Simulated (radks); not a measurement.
Values are calculated unless marked as measured or tabulated.
These are the eigenvalues of the occupied orbitals of an atom or ion with whole-number occupations (eV). Code: a radial shooting solver on a logarithmic mesh with Libxc functionals. Model: Dirac Kohn-Sham, LB94 model potential, spin-unpolarised, spherical densities, finite nucleus; Fermi nuclear charge, rms radius of each element as measured or else 0.836 A^(1/3) + 0.57 fm.

| orbital | eigenvalue |
|---|---|
| 1s1/2 | -4374.594 |
| 2s1/2 | -960.5713 |

Which element is it, and in what charge state? The configuration may be excited. Open shells, if any, fill j = l - 1/2 first.

Answer. Z = 19, potassium, charge +15: K15+ in [He] 2s2. The 1s level, -160.76 hartree, gives Z - s = 17.9 by -(Z - s)^2/2, which with screening and relativity narrows Z to a few neighbours, and the depths must fix Z and the occupations together.
